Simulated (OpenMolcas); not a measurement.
**4f ions of charge +3 along the row**

* Program: OpenMolcas 26.06
* Method: XMS-CASPT2, IPEA 0.25 Eh, imaginary shift 0.1 Eh
* Basis: ANO-RCC-VTZP
* Scalar Hamiltonian: DKH2, point nucleus
* Spin-orbit coupling: state interaction with AMFI integrals over the reference wave functions, term energies averaged over their components

Active space: the 4f shell; CASPT2 also correlates the outermost closed s and p core shells.

ζ = ±2S·A comes from the whole width of the ground multiplet by E(J) = (A/2) J(J+1), where its levels are at least 85 % pure. Energies in cm-1.

| Ion | Configuration | Lowest level | Weight (%) | g | g, pure LS | Next level | E | E measured | ζ | ζ measured |
| --- | --- | --- | --- | --- | --- | --- | --- | --- | --- | --- |
| Pr3+ | 4f2 | 3H4 | 97 | 0.806 | 0.800 | 3H5 | 2300 | 2152 | 855 | 798 |
| Nd3+ | 4f3 | 4I* 9/2 | 97 | 0.732 | 0.727 | 4I* 11/2 | 2020 | 1897 | 991 | 921 |
| Er3+ | 4f11 | 4I* 15/2 | 97 | 1.197 | 1.200 | 4I* 13/2 | 6600 | 6508 |  |  |
| Tm3+ | 4f12 | 3H6 | 99 | 1.166 | 1.167 | 3F4 [60 %] | 5840 | 5634 |  |  |

Measured columns use the levels in Martin, Zalubas and Hagan, Atomic Energy Levels: The Rare-Earth Elements, NSRDS-NBS 60 (1978) (Pr3+); the list in Arab et al., J. Quant. Spectrosc. Radiat. Transfer 229, 145 (2019) and Gaigalas et al. (2019), from Wyart et al. (2007) (Nd3+); the list in Tchang-Brillet, Wyart, Meftah and Ait Mammar, Atoms 6, 52 (2018) (Er3+, Tm3+).

Term energies are means over components that CASPT2 splits; among the low terms the widest spread is 840 cm-1 (4f11 2I*, Er3+). The CASPT2 spread within a term exceeds the gap to the next term for 4f3 4F* and 4f3 2H*(1), 4f3 2P* and 4f3 2D*(1), 4f3 4D* and 4f3 2I*, so the order of their levels is uncertain, and so are names and mixing where such terms share a J (figures for Nd3+; the like holds for Er3+). Some terms miss by over 15 % even with CASPT2, which points to a basis or an active space too small for the shells correlated (holds for Pr3+; Nd3+). High states are left out of the spin-orbit mixing, which shifts the levels that they would mix with (holds for Nd3+; Er3+). Some levels mix across a computed gap that differs much from the measured one, so their mixing is not that of the real levels (holds for Nd3+). Some high roots are left out of the spin-orbit mixing, which shifts the levels that they would mix with (holds for Tm3+). Measured partners are found by configuration, term and J. A level has none where our copy of the source lacks it or the pairing is in doubt (some pairs that miss far off the trend of their configuration count as doubtful), and it then counts in no deviation. Levels of configurations outside the active space are missing.

A share in square brackets marks a mixed level and gives the weight of the term that names it, the lowest over the columns. A number in round brackets counts repeated terms of one configuration in the order of the reference energies. * marks odd parity.
